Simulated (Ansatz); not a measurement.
```xyz
6

N     0.6018    0.6427   -0.7683
In   -0.6717   -0.2462    0.4856
Br    0.5792   -1.6038    2.1399
H     1.5482    0.3001   -0.8224
H     0.2978    1.0078   -1.6567
H    -2.3552   -0.1006    0.6219
```

The species carries charge 0 and has multiplicity 1. In: def2 effective core potential.

**Question.** List the ωB97M-V/def2-TZVPP orbital energies in eV (Ansatz). (Estimate.)

**Answer.** Ansatz gave: Occupied: -13156.06, -1708.38, -1536.57, -1536.53, -1536.53, -394.27, -241.23, -180.88, -180.74, -180.72, -131.74, -88.19, -87.99, -87.87, -74.26, -74.22, -74.20, -74.09, -74.09, -26.37, -24.90, -24.55, -24.54, -24.45, -24.05, -23.01, -15.89, -14.96, -12.20, -11.08, -10.52, -10.18, -9.79. Lowest empty: 0.22, 0.79, 1.18, 2.12, 2.72, 3.43, 4.11, 4.95.
